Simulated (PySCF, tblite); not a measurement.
Isomers of C5H4ClN3, one GFN2-xTB conformer each. Single-point energies are computed at PBE0/pcSseg-1 (PySCF, gas phase, no added dispersion term), electronic only.

```csv
SMILES,GFN2-xTB relative energy (kcal/mol)
C=Cc1ncc(Cl)nn1,1.3
C=Cc1cnnc(Cl)n1,0.0
```

Conformers: `[CH2:1]=[CH:2][c:3]1[n:4][cH:5][c:6]([Cl:7])[n:8][n:9]1` with C1–C2–C3–N4 0°; `[CH2:1]=[CH:2][c:3]1[cH:4][n:5][n:6][c:7]([Cl:8])[n:9]1` with C1–C2–C3–C4 180°.

Question: What does PBE0/pcSseg-1 give for the same structures?

Answer: 
```csv
SMILES,PBE0/pcSseg-1 E (Eh),PBE0/pcSseg-1 (kcal/mol),GFN2-xTB (kcal/mol),point group
C=Cc1cnnc(Cl)n1,-816.69798,0.0,0.0,Cs
C=Cc1ncc(Cl)nn1,-816.69774,0.2,1.3,Cs
```

Both levels put the same isomer lowest. Neighbours under 2.5 kcal/mol apart (C=Cc1cnnc(Cl)n1 and C=Cc1ncc(Cl)nn1) can change places with a better method, another conformer or zero-point energy.

Question: Which frontier levels, dipoles and rotational constants go with these structures?

Answer: 
```
         SMILES  HOMO (eV, PBE0/pcSseg-1)  LUMO (eV)  dipole (D)       A, B, C (MHz)
C=Cc1cnnc(Cl)n1                     -7.21      -2.78        4.47   2419, 1085, 749.2
C=Cc1ncc(Cl)nn1                     -7.19      -2.44        2.78  5502, 757.7, 666.0
```

Question: What happens when harmonic zero-point energies from GFN2-xTB frequencies are added?

Answer: 
```csv
SMILES,ZPE (kcal/mol),electronic (kcal/mol),with ZPE (kcal/mol)
C=Cc1cnnc(Cl)n1,52.7,0.0,0.0
C=Cc1ncc(Cl)nn1,52.6,0.2,0.1
```

The zero-point energies span 0.1 kcal/mol. The order is unchanged.

Question: As an exercise, what shares would exp(−E/RT) give at 2000 K from these electronic energies alone (no entropy, no degeneracies)?

Answer: RT = 3.974 kcal/mol: C=Cc1cnnc(Cl)n1 51.0 %, C=Cc1ncc(Cl)nn1 49.0 %.
